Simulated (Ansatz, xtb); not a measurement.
## Cl2GeH4Si: which of two conformers lies lower

We compare X, `Cl[SiH2][GeH2][Cl]`, a singlet, with Y, `Cl[SiH2][GeH2][Cl]`, a singlet. Both are isolated molecules in the gas phase, relaxed with B3LYP-D3(BJ)/def2-SVP.

X (Å):

```xyz
8

Cl    2.3392    0.0518   -0.5310
Cl   -3.0512    0.6005    0.0161
Ge   -0.9793    1.3100    0.1729
Si    0.3318   -0.5138   -0.6351
H    -0.0160   -0.8151   -2.0486
H     0.1211   -1.7176    0.2112
H    -0.7202    1.6458    1.6539
H    -0.8632    2.5812   -0.6897
```

Y (Å):

```xyz
8

Cl   -0.0588    1.9199    2.0109
Cl    2.0386   -1.3895    0.4233
Ge    1.1494    0.1283   -0.8813
Si   -0.7582    0.9396    0.3127
H    -1.5417    1.9026   -0.5103
H    -1.6238   -0.1971    0.7229
H     2.2206    1.2113   -1.1120
H     0.7987   -0.5697   -2.2123
```

Problem. Which of the two would you expect CCSD(T)/def2-SVP + ΔMP2/def2-TZVPP electronic energies to favour?

Solution. Too close to call at this level: CCSD(T)/def2-SVP + ΔMP2/def2-TZVPP gives E(Y) − E(X) = +2.15 kJ/mol.

The same difference at several levels:

| level | geometry | E(Y) − E(X) (kJ/mol) | departure from the last row (kJ/mol) | job, with rough time for the two |
| --- | --- | --- | --- | --- |
| B3LYP-D3(BJ)/def2-SVP | B3LYP-D3(BJ)/def2-SVP | +3.00 | +0.85 | optimisation, 39 s |
| HF/def2-SVP | B3LYP-D3(BJ)/def2-SVP | +4.04 | +1.89 | part of the CCSD(T) run |
| MP2/def2-SVP | B3LYP-D3(BJ)/def2-SVP | +2.63 | +0.47 | part of the CCSD(T) run |
| CCSD(T)/def2-SVP | B3LYP-D3(BJ)/def2-SVP | +2.53 | +0.38 | single point |
| CCSD(T)/def2-SVP + ΔMP2/def2-TZVPP | B3LYP-D3(BJ)/def2-SVP | +2.15 |  | single point, 31 s |

The largest departure from CCSD(T)/def2-SVP + ΔMP2/def2-TZVPP is that of HF/def2-SVP, 1.89 kJ/mol. Levels run at GFN2-xTB geometries aren't shown. The last row adds to CCSD(T) the change of the MP2 difference between the two basis sets, here −0.38 kJ/mol.

With harmonic frequencies from B3LYP-D3(BJ)/def2-SVP (ideal gas, rigid rotor, one conformer each, 298.15 K, 1 atm): on the last row, ΔE + ΔZPE = +2.15 kJ/mol. A mode under 50 cm⁻¹ makes harmonic enthalpies and free energies unreliable, so none is given.

The correlated steps freeze 24 core orbitals; the filled d shell of Ge is correlated, in a basis made for valence electrons. Run with Ansatz 0.2.0; the last row on 2 threads of Arm Neoverse V2 on a shared host.
